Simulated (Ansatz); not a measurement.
Frontier orbitals of CH$_{5}$BrOSn (`[CH3][SnH]([OH])[Br]`).

Z-matrix (Å, degrees):
```
C
Sn 1 2.115
H 1 1.089 2 110.0
H 1 1.089 2 108.2 3 119.9
H 1 1.090 2 109.4 3 -120.7
O 2 1.958 1 104.9 3 -176.9
Br 2 2.490 1 109.5 3 -62.9
H 2 1.707 1 119.6 3 59.4
H 6 0.960 2 113.8 1 166.7
```

Total charge 0; spin multiplicity 1. Correlated methods include outer-core shells of Br, Sn, which these sets cover unevenly. Scalar relativity is left out up to krypton. Sn takes the def2 core potential. The structure was optimised at the PBE0-D4/def2-TZVP level. It is one conformer, not always the lowest. Basis def2-TZVPP, the Gaussian-basis code of Ansatz.

Orbital energies of one run (eV). Highest occupied ones, from the top: -9.42, -9.57, -10.06, -10.53, -11.19, -11.42, -13.37, -13.55, -14.17, -16.22, -21.55, -22.78, -28.18, -30.53. Empty: 0.18, 0.69, 1.04, 2.22, 2.72, 2.96.

Q: Which functional gave them?
A. ωB97M-V
B. r2SCAN0
C. CAM-B3LYP
D. PBE0

A: C. HOMO energies: CAM-B3LYP -9.42, r2SCAN0 -8.32, ωB97M-V -10.30, PBE0 -8.10 eV.
